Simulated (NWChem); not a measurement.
System: C$_{5}$H$_{10}$S; SMILES C1CCSCC1

Input file for NWChem:

```
start job
memory heap 200 mb stack 900 mb global 1100 mb
geometry units angstroms
  C      0.000000     0.000000    -1.763911
  C     -0.426292     1.210370    -0.922851
  C      0.375771     1.344201     0.361677
  S      0.000000     0.000000     1.541403
  C     -0.375771    -1.344201     0.361677
  C      0.426292    -1.210370    -0.922851
  H     -0.833906    -0.281016    -2.428334
  H      0.833906     0.281016    -2.428334
  H     -0.328187     2.131829    -1.520530
  H     -1.492514     1.132266    -0.652081
  H      0.128906     2.276294     0.891394
  H      1.457932     1.365506     0.149641
  H     -0.128906    -2.276294     0.891394
  H     -1.457932    -1.365506     0.149641
  H      0.328187    -2.131829    -1.520530
  H      1.492514    -1.132266    -0.652081
end
basis spherical
  * library 6-31g*
end
dft
  xc hfexch
  iterations 150
end
driver
  maxiter 120
end
task dft optimize
task dft freq
```

The level has its own optimisation; frequencies are unscaled. Brackets give each atom's bonded neighbours.

Problem. Give the results of this calculation. (Hartree-Fock/6-31G* (spherical d).) Quantities: r C–C [C(CCHH)–C(CCHH)] (Å); r C–H [C(CCHH)–H(C)] (Å); r C–C [C(CCHH)–C(CHHS)] (Å); r C–S (Å); highest harmonic frequency (cm⁻¹); lowest (cm⁻¹); zero-point energy (kcal/mol); dipole (D).

Solution. 
* **r C–C [C(CCHH)–C(CCHH)] (Å)**: 1.540
* **r C–H [C(CCHH)–H(C)] (Å)**: 1.086
* **r C–C [C(CCHH)–C(CHHS)] (Å)**: 1.527
* **r C–S (Å)**: 1.827
* **highest harmonic frequency (cm⁻¹)**: 3288
* **lowest (cm⁻¹)**: 110
* **zero-point energy (kcal/mol)**: 96.4
* **dipole (D)**: 2.21
